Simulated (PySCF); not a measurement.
A PySCF script (with the pyscf-properties extension) for the NMR shieldings of SMILES O=C([O-])[C@@H]1CCOCO1, [C5H7O4]-, on a GFN2-xTB geometry:

```python
import basis_set_exchange as bse
import numpy as np
from pyscf import gto, dft
from pyscf.prop import nmr

atoms = """
O     1.483325   -1.746147    1.073126
C     1.670944   -0.615242    0.619484
O     2.417366    0.287770    1.016284
C     0.840801   -0.215589   -0.698343
C     0.213384    1.169005   -0.517950
C    -0.948101    1.021533    0.461953
O    -1.862913    0.030723    0.022935
C    -1.189779   -1.199227   -0.134363
O    -0.180676   -1.151067   -1.079643
H     1.545025   -0.215018   -1.538504
H     0.967210    1.842373   -0.109871
H    -0.158452    1.554921   -1.473211
H    -1.527284    1.945768    0.556678
H    -0.548949    0.738237    1.447615
H    -1.937520   -1.911555   -0.499159
H    -0.791978   -1.527540    0.841556
"""
names = dict.fromkeys(["O", "C", "H"], "pcSseg-1")
basis = {el: gto.basis.parse(bse.get_basis(n, elements=[el], fmt="nwchem")) for el, n in names.items()}
mol = gto.M(atom=atoms, basis=basis, charge=-1, verbose=0)
mf = dft.RKS(mol, xc="PBE0")
mf.grids.level = 2
mf.grids.alignment = dft.numint.BLKSIZE   # the property module wants whole blocks of grid points
mf.conv_tol = 1e-9
mf.kernel()

calc = nmr.RKS(mf)   # GIAO
C = mf.mo_coeff
Co = C[:, mf.mo_occ > 0]
resp = mf.gen_response(singlet=True, hermi=2)
def vind(x):   # induced exchange potential for any number of trial vectors
    d = np.einsum("pi,xij,qj->xpq", C, 2 * x.reshape(-1, C.shape[1], Co.shape[1]), Co, optimize=True)
    return np.einsum("xpq,pi,qj->xij", resp(d - d.transpose(0, 2, 1)), C, Co, optimize=True).ravel()
mo1, _ = nmr.rhf.solve_mo1(calc, with_cphf=vind)
sigma = calc.kernel(mo1)
for i, s in enumerate(sigma):   # ppm
    w = np.linalg.eigvalsh((s + s.T) / 2)
    print("%2d %-2s iso %8.1f  s11 %8.1f  s22 %8.1f  s33 %8.1f" % (i, mol.atom_pure_symbol(i), w.mean(), *w))
```

Task: What are the results?

Result: 
```
 0 O  iso    -10.3  s11   -247.1  s22    -54.5  s33    270.6
 1 C  iso     18.6  s11    -73.7  s22     56.9  s33     72.5
 2 O  iso     16.2  s11   -177.8  s22    -29.1  s33    255.4
 3 C  iso    106.8  s11     79.7  s22     97.5  s33    143.3
 4 C  iso    152.4  s11    137.8  s22    153.6  s33    165.6
 5 C  iso    117.9  s11     95.3  s22    100.4  s33    158.1
 6 O  iso    268.9  s11    196.7  s22    286.5  s33    323.3
 7 C  iso     92.6  s11     71.0  s22     89.9  s33    117.1
 8 O  iso    251.8  s11    198.3  s22    248.2  s33    308.9
 9 H  iso     28.0  s11     24.6  s22     27.9  s33     31.5
10 H  iso     29.4  s11     24.2  s22     28.9  s33     35.1
11 H  iso     30.1  s11     26.9  s22     28.6  s33     34.9
12 H  iso     28.2  s11     23.6  s22     27.5  s33     33.5
13 H  iso     27.8  s11     24.1  s22     27.8  s33     31.4
14 H  iso     27.3  s11     22.6  s22     26.6  s33     32.6
15 H  iso     25.5  s11     20.3  s22     27.2  s33     28.9
```

These numbers come from an equivalent density-fitted implementation of the same equations, which agrees with the script to about 0.01 ppm for H and up to a few tenths of a ppm for heavy atoms, so last digits may differ.

Task: Turn these shieldings into chemical shifts. Scale: H2O for 17O (336.08 ppm); TMS for 13C (186.93 ppm) and 1H (31.72 ppm) (reference shieldings calculated alike).

Result: Averaging equivalent atoms: O 0: 346.4; O 2: 319.9; O 8: 84.3; O 6: 67.2; C 1: 168.4; C 7: 94.3; C 3: 80.1; C 5: 69.0; C 4: 34.6; H 15: 6.25; H 14: 4.45; H 13: 3.94; H 9: 3.71; H 12: 3.51; H 10: 2.32; H 11: 1.58 ppm. Unscaled 17O shifts of doubly bonded oxygen tend to come out too high, by tens of ppm or more. Experimental scales use liquid or dissolved standards, which lie at an offset from isolated H2O (liquid H2O: subtract about 36 ppm).

Size and cost of the density-fitted run: 188 basis functions, 28 s wall time on 1 thread of an Arm Neoverse V1, shared host; peak memory 0.84 GiB.
